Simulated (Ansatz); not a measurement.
In₁₄P₁₃H₃₄⁻, a nanocrystal cut from wurtzite InP (hydrogen-capped), relaxed as a singlet with RKS PBE-D4/def2-SVP in Ansatz, starting from the GFN2-xTB geometry. Force threshold 0.03 eV/Å.

In the def2 sets In takes a core potential; there is no spin–orbit coupling. Single mean-field runs in def2-SVP are fitted with def2-universal-jkfit.

Start:

Cartesian coordinates in Å:
```
In -0.148 -1.337 4.538
P 1.961 -0.107 3.729
In 4.342 -0.735 2.760
P -1.374 2.541 3.110
In 0.920 1.502 2.011
P 2.236 3.439 0.943
P 3.931 -0.097 0.280
In 4.578 2.413 0.276
In 0.327 4.726 -0.206
P -0.216 -3.184 2.747
In 1.500 -4.745 1.468
P -3.633 -0.644 2.099
In -3.706 1.951 2.133
In -1.549 -1.981 0.905
P -0.203 0.106 0.118
P 1.461 -3.564 -0.842
In 1.859 -0.979 -1.065
P -3.387 2.523 -0.380
In -1.284 1.484 -1.811
P 0.285 3.429 -2.428
P 1.743 -0.097 -3.535
In 2.043 2.413 -4.123
P -2.481 -3.200 -1.161
In -0.526 -4.763 -2.002
In -3.999 -1.371 -2.147
P -2.234 -0.144 -3.561
In -0.196 -0.772 -5.121
H 0.044 -1.975 6.103
H -1.499 -0.282 4.217
H 2.201 0.857 4.705
H 5.328 0.460 3.490
H 4.587 -2.414 2.922
H -1.485 2.326 4.478
H -1.361 3.927 3.206
H 2.462 4.132 2.130
H 5.006 -0.694 -0.376
H 5.506 2.754 1.673
H 4.986 2.925 -1.296
H -1.141 4.318 0.641
H 0.717 6.365 -0.437
H -1.249 -4.026 3.149
H 3.035 -4.601 2.196
H 0.610 -6.206 1.366
H -3.876 -1.036 3.410
H -4.878 -1.033 1.621
H -5.079 2.675 2.923
H 2.574 -4.108 -1.481
H -3.472 3.907 -0.449
H -4.626 2.293 -0.965
H -0.634 4.113 -3.219
H 2.852 -0.693 -4.132
H 3.604 2.948 -3.705
H 1.285 2.726 -5.626
H -3.345 -4.035 -0.459
H -0.865 -6.216 -1.163
H -0.393 -4.642 -3.695
H -4.423 -0.305 -0.836
H -5.237 -2.029 -3.110
H -2.957 0.812 -4.269
H -0.192 -2.454 -5.392
H -0.341 0.403 -6.358
```

Estimate the energy that the relaxation releases and the steps that it takes.

18.5 kcal/mol, in 6 steps; 27 s on 11 threads of AMD EPYC 7R13 on a shared host and a whole NVIDIA H100 80GB HBM3. The force fell under the threshold at step 5, but the optimiser went on. No frequencies were taken in this run, so the end may be a saddle point.

Does the start keep its bonding and symmetry?

By distances, no bond broke or formed. The bond that changes most is P12–In14, from 2.75 to 2.68 Å (atoms count from 1). Point group C3v at the start, C3v at the end, both within 0.05 Å.

Predict the relaxed structure.


Cartesian coordinates in Å:
```
In -0.087 -1.439 4.704
P 1.887 -0.051 3.702
In 4.263 -0.831 2.778
P -1.372 2.513 3.075
In 0.842 1.477 1.972
P 2.158 3.407 0.990
P 3.902 -0.098 0.270
In 4.516 2.465 0.178
In 0.416 4.905 -0.256
P -0.291 -3.127 2.719
In 1.554 -4.658 1.552
P -3.599 -0.626 2.075
In -3.726 1.960 2.146
In -1.549 -1.890 0.899
P -0.152 0.079 0.089
P 1.459 -3.534 -0.832
In 1.894 -0.998 -1.086
P -3.355 2.496 -0.361
In -1.289 1.463 -1.722
P 0.210 3.398 -2.381
P 1.729 -0.105 -3.507
In 2.091 2.457 -4.018
P -2.494 -3.139 -1.094
In -0.558 -4.680 -2.085
In -4.110 -1.469 -2.289
P -2.251 -0.079 -3.488
In -0.254 -0.872 -5.067
H 0.378 -2.242 6.186
H -1.518 -0.397 4.613
H 2.196 0.921 4.713
H 5.347 0.361 3.459
H 4.380 -2.554 2.956
H -1.441 2.242 4.478
H -1.313 3.942 3.130
H 2.453 4.125 2.198
H 5.008 -0.717 -0.406
H 5.541 2.751 1.566
H 4.796 3.020 -1.443
H -1.111 4.730 0.627
H 1.085 6.473 -0.646
H -1.316 -4.045 3.128
H 3.071 -4.387 2.351
H 0.726 -6.189 1.381
H -3.783 -1.055 3.428
H -4.855 -1.050 1.536
H -5.099 2.684 2.935
H 2.606 -4.091 -1.493
H -3.382 3.924 -0.452
H -4.603 2.211 -1.000
H -0.694 4.108 -3.241
H 2.874 -0.719 -4.120
H 3.633 3.033 -3.465
H 1.388 2.720 -5.599
H -3.362 -4.051 -0.404
H -0.819 -6.198 -1.255
H -0.495 -4.441 -3.803
H -4.771 -0.426 -1.018
H -5.140 -2.290 -3.440
H -2.969 0.887 -4.272
H -0.341 -2.598 -5.226
H -0.305 0.297 -6.367
```
Bond lengths (bridged metal pairs left out): 37 × In–P 2.53 to 2.68 Å; 19 × H–In 1.74 to 1.77 Å; 15 × H–P 1.43 to 1.44 Å.
